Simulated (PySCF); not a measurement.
A TDDFT job was run through a driver script with this input:

```
{"job": {"kind": "uv", "xc": "PBE0", "basis": "def2-SVPD", "ip": false, "nstates": 10}, "charge": 0, "multiplicity": 1}
Mo    -0.123208     0.125730     0.636280
Se     0.100135    -0.106070     2.841806
C      1.882554    -0.057236    -0.139414
H      2.474588     0.789362     0.237866
H      1.823768     0.005543    -1.238135
H      2.381312    -0.992503     0.139814
C      0.180328     2.066795    -0.100605
H      0.237141     2.122223    -1.198884
H      1.032103     2.596227     0.348545
H     -0.747047     2.564464     0.252762
C     -2.064871    -0.134611    -0.109950
H     -2.519195     0.842003     0.158174
H     -2.639807    -0.921608     0.397758
H     -2.107343    -0.277643    -1.200553
C      0.003273    -1.891436    -0.129564
H     -0.893959    -2.444003     0.184292
H      0.891968    -2.425272     0.227417
H      0.031951    -1.845045    -1.229897
```

Its output, with some lines taken out ([cut]) and without the SCF cycles:

```
converged SCF energy = -2628.4733504304

[cut]

Singlet excitations
state   eV       nm        f      main configurations
  1   2.2410    553.3   0.00168   H->L 0.99
  2   2.5331    489.5   0.00660   H-1->L 0.91
[cut]
  4   3.2862    377.3   0.00393   H-3->L 0.87
[cut]
  6   3.8371    323.1   0.00032   H->L+1 0.37, H-1->L+2 0.34, H-5->L 0.14
  7   3.9118    316.9   0.00038   H->L+1 0.54, H-5->L 0.21, H->L+3 0.12
  8   3.9351    315.1   0.00131   H-1->L+1 0.49, H->L+2 0.39
[cut]
[cut]

[cut]
```

Level of theory: PySCF 2.14.0, density-fitted response routines, TDDFT PBE0/def2-SVPD, vertical, gas phase, core orbitals frozen in the response, def2 core potentials past Kr. Geometry: PBE0-D3(BJ)/def2-SVP; no solvent, vibrations or thermal averaging. Atoms past krypton carry effective core potentials; spin–orbit coupling is left out.

Problem. What stood in the cut lines?

Solution. 
```
Static polarisability (au): isotropic 132.900, principal 122.551 127.185 148.963
  3   3.1105    398.6   0.00334   H-2->L 0.95
  5   3.7075    334.4   0.00025   H-4->L 0.92
  9   3.9685    312.4   0.00404   H->L+3 0.49, H-5->L 0.46
 10   4.0427    306.7   0.00272   H-1->L+3 0.60, H-1->L+1 0.25, H->L+2 0.10
Triplet excitations (Tamm-Dancoff, eV): 1.8940 2.0429 2.6414 2.6776
```

Problem. Give the energy of state 6 in hartree, cm⁻¹ and kJ/mol.

Solution. 0.14101 hartree, 30948 cm⁻¹, 370.2 kJ/mol.

Problem. What transition dipole goes with state 2?

Solution. |μ|² = 3f / (2ΔE) = 3 × 0.0066 / (2 × 0.0931) = 0.106 au, so |μ| = 0.83 D.

Problem. What is the polarisability anisotropy, √(½[(α1 − α2)² + (α2 − α3)² + (α3 − α1)²])?

Solution. 24.43 au.

Problem. Write the structure that the coordinates describe.

Solution. MoSeMe4, `[CH3][Mo]([CH3])([CH3])([CH3])=[Se]` (C4H12MoSe).

H and L stand for HOMO and LUMO.

Hardware: one thread, AMD EPYC (x86_64) (shared host). Cost: 2.0 min (with the writing of density and orbital grids), 1.2 GiB resident at most.
